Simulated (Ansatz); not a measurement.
Two members of one family (Same ligands, another metal), computed with Ansatz in the gas phase; def2 core potentials for Re, no spin–orbit coupling. Binding counts from free atoms in the multiplicity of their measured ground term, without zero-point energy. A dash marks a value that wasn't run or was left out as unsound. The structures are stationary points that may keep the symmetry of their start. Remarks come from the PBE and PBE0 runs and from stability tests at other levels; not every state was tested. A HOMO above zero means that the electron is unbound at that level and held by the basis, or that self-interaction error raises the level; the energy of removing that electron tells which. HOMO above LUMO (over both spins in singlets and doublets, within one spin in higher multiplets; at PBE or PBE0), or a gap under 0.15 eV within one spin, warns that the state may not be the lowest or that an electron is smeared out.

First: MnO3Br (singlet, charge 0, PBE0-D4/def2-SVP geometry).

```xyz
5

Mn   -0.0365    0.1286    0.1192
O     0.7479    1.3773   -0.3016
O    -1.5501    0.3724    0.0746
O     0.4111   -0.3822    1.4939
Br    0.4276   -1.4960   -1.3861
```

```json
{"level": "PBE-D4/def2-TZVPD", "HOMO (eV)": "-8.02", "LUMO (eV)": "-5.93", "gap (eV)": "2.09", "vertical IE (eV)": "–", "vertical EA (eV)": "2.73", "vertical triplet (eV)": "–", "binding per atom (eV)": "3.75"}
{"level": "revPBE-D4/def2-TZVP", "HOMO (eV)": "-7.92", "LUMO (eV)": "-5.81", "gap (eV)": "2.11", "vertical IE (eV)": "–", "vertical EA (eV)": "–", "vertical triplet (eV)": "–", "binding per atom (eV)": "3.55"}
{"level": "r2SCAN-D4/def2-TZVP", "HOMO (eV)": "-8.34", "LUMO (eV)": "-6.09", "gap (eV)": "2.25", "vertical IE (eV)": "11.46", "vertical EA (eV)": "–", "vertical triplet (eV)": "1.99", "binding per atom (eV)": "3.29"}
{"level": "r2SCAN-D4/def2-TZVPD", "HOMO (eV)": "-8.35", "LUMO (eV)": "-6.10", "gap (eV)": "2.25", "vertical IE (eV)": "–", "vertical EA (eV)": "3.08", "vertical triplet (eV)": "–", "binding per atom (eV)": "3.29"}
{"level": "PBE0-D4/def2-TZVP", "HOMO (eV)": "-9.26", "LUMO (eV)": "-5.29", "gap (eV)": "3.97", "vertical IE (eV)": "11.45", "vertical EA (eV)": "–", "vertical triplet (eV)": "1.54", "binding per atom (eV)": "2.63"}
```

Metal–donor distances: 3 × O 1.53 Å, 1 × Br 2.26 Å. Remarks: restricted SCF unstable in HF, gap within one spin near zero at PBE or PBE0 (+1 doublet), spin-contaminated (⟨S²⟩ up to 0.88) (+1 doublet), HOMO above zero (-1 doublet), gap within one spin near zero at PBE or PBE0 (-1 doublet), gap within one spin near zero at PBE or PBE0 (triplet).

Second: ReO3Br (singlet, charge 0, PBE0-D4/def2-SVP geometry).

```xyz
5

Re    0.017    0.110    0.074
O     1.668    0.430    0.258
O    -0.722    1.430   -0.682
O    -0.677   -0.114    1.600
Br   -0.285   -1.856   -1.250
```

Task: Estimate the same table for the second.

Result: 
| level | HOMO (eV) | LUMO (eV) | gap (eV) | vertical IE (eV) | vertical EA (eV) | vertical triplet (eV) | binding per atom (eV) |
| --- | --- | --- | --- | --- | --- | --- | --- |
| PBE-D4/def2-TZVPD | -8.45 | -4.09 | 4.36 | – | 1.05 | – | 4.93 |
| revPBE-D4/def2-TZVP | -8.33 | -3.95 | 4.38 | – | – | – | 4.73 |
| r2SCAN-D4/def2-TZVP | -8.81 | -4.08 | 4.73 | 11.71 | – | 4.20 | 4.61 |
| r2SCAN-D4/def2-TZVPD | -8.81 | -4.09 | 4.72 | – | 1.18 | – | 4.61 |
| PBE0-D4/def2-TZVP | -9.80 | -3.40 | 6.40 | 11.89 | – | 4.05 | 4.36 |

Metal–donor distances: 3 × O 1.69 Å, 1 × Br 2.39 Å. Remarks: gap within one spin near zero at PBE or PBE0 (+1 doublet), HOMO above zero (-1 doublet), gap within one spin near zero at PBE or PBE0 (-1 doublet), gap within one spin near zero at PBE or PBE0 (triplet).
